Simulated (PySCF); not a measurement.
Species: C₅H₁₁OS (doublet state).
Numbering: `[CH3:1][C:2]([CH3:3])([CH2:4][O:5])[CH2:6][SH:7]` (hydrogens: H8, H9, H10 on C1; H11, H12, H13 on C3; H14, H15 on C4; H16, H17 on C6; H18 on S7)

Cartesian coordinates in Å at the GFN2-xTB level; atoms count from 1:
```
atom  x, y, z in Å
C1    -0.3089    1.4274    0.8671
C2    -0.1894    0.1382    0.0594
C3    -1.5635   -0.3722   -0.3549
C4     0.5367   -0.9320    0.9637
O5     1.8163   -0.7270    1.1445
C6     0.7008    0.3680   -1.1629
S7     1.3780   -1.1914   -1.8321
H8    -0.9601    1.2755    1.7250
H9    -0.7279    2.2217    0.2506
H10    0.6698    1.7351    1.2290
H11   -2.1159    0.4094   -0.8728
H12   -2.1364   -0.6719    0.5200
H13   -1.4729   -1.2290   -1.0204
H14    0.4187   -1.8522    0.3149
H15   -0.0454   -1.0981    1.8937
H16    1.5579    0.9858   -0.8941
H17    0.1416    0.8341   -1.9740
H18    2.2918   -1.3155   -0.8683
```

Method: UKS B3LYP, pcH-1 on C H O S, non-relativistic, mean-field spin-orbit, GIAO (PySCF 2.14.0). The structure is a single GFN2-xTB conformer in the gas phase; no vibrational or solvent corrections. The geometry optimisation had not met its thresholds, so the values belong to a structure short of the stationary point. The geometry wasn't refined by DFT: couplings that depend on bond lengths, twists or pyramidal angles can differ widely from those at the functional's own minimum.

Output of the driver script. Atoms in this output count from 0.

```
UKS, coarse grid
  cycle   1  E = -670.21365168  |g| = 7.61e-01
  cycle   2  E = -665.06439846  |g| = 2.52e+00
  cycle   3  E = -670.42712023  |g| = 3.18e-01
  cycle   4  E = -670.45963545  |g| = 3.50e-01
  cycle   5  E = -670.50426457  |g| = 1.97e-01
  cycle   6  E = -670.51517174  |g| = 1.38e-01
  cycle   7  E = -670.52395954  |g| = 4.87e-02
  cycle   8  E = -670.52523420  |g| = 7.42e-03
  cycle   9  E = -670.52525671  |g| = 4.19e-03
  cycle  10  E = -670.52526557  |g| = 9.96e-04
UKS, final grid
  cycle   1  E = -670.52531730  |g| = 1.36e-03
  cycle   2  E = -670.52531690  |g| = 2.59e-03
  cycle   3  E = -670.52531973  |g| = 4.07e-04
  cycle   4  E = -670.52532053  |g| = 3.85e-04
  cycle   5  E = -670.52532342  |g| = 2.81e-04
  cycle   6  E = -670.52532556  |g| = 1.70e-04
  cycle   7  E = -670.52532649  |g| = 1.17e-04
  cycle   8  E = -670.52532658  |g| = 3.39e-05
  cycle   9  E = -670.52532658  |g| = 2.07e-05
E = -670.52532658 Eh   <S^2> = 0.7548 (exact 0.7500)
g shifts (ppm)      1          2          3
  rmc          -273       -273       -273
  gc             -4         23         48
  oz_so        2470       6850      50307
  total        2194       6601      50082
hyperfine (MHz)  atom isotope    a_iso     a_fc   dipolar eigenvalues
    0   13C      -2.12      -2.12     -1.66     -0.70      2.36
    1   13C      25.82      25.82    -10.02     -9.13     19.15
    2   13C      -3.30      -3.30     -0.61     -0.53      1.14
    3   13C     -42.88     -42.88     -9.21      1.73      7.48
    4   17O     -45.74     -45.74   -230.10    114.04    116.06
    5   13C      -4.07      -4.07     -1.01      0.02      0.99
    6   33S       1.63       1.63     -6.44     -5.49     11.93
    7    1H       3.62       3.62     -2.29     -1.46      3.75
    8    1H       9.56       9.56     -1.99     -0.85      2.84
    9    1H      -0.57      -0.57     -4.37     -2.44      6.81
   10    1H       5.88       5.88     -1.37     -0.91      2.28
   11    1H       2.04       2.04     -1.98     -1.38      3.36
   12    1H      -0.01      -0.01     -2.04     -1.51      3.55
   13    1H     346.46     346.46     -9.45     -4.10     13.55
   14    1H      10.85      10.85     -5.68     -4.28      9.97
   15    1H       6.15       6.15     -3.17     -2.42      5.59
   16    1H       1.58       1.58     -1.45     -1.12      2.56
   17    1H      -2.98      -2.98     -6.34     -5.43     11.77
```

**Question.** The SCF converged. Which of these numbers needs a check, and why?

**Answer.** The largest g shift is +0.050, past the limit of 0.03 at which the run flags a species of elements up to argon. The orbital-Zeeman/spin–orbit term is second order, a sum of spin–orbit matrix elements over excitation energies, so it grows and becomes less reliable as an excited state comes close; a shift of this size calls for a check with another method. The contact and dipolar couplings don't rest on that expansion, but they belong to the state that the SCF found, and a close-lying state with the spin in another orbital would have other couplings; no stability test was run. The run left out the spin–orbit part of the hyperfine coupling.

On Arm Neoverse V1, one thread, no GPU, shared host with 32 logical CPUs at a one-minute load of 19, this took 1.8 min (grids of density and orbitals included) and 0.98 GiB of memory at its peak.
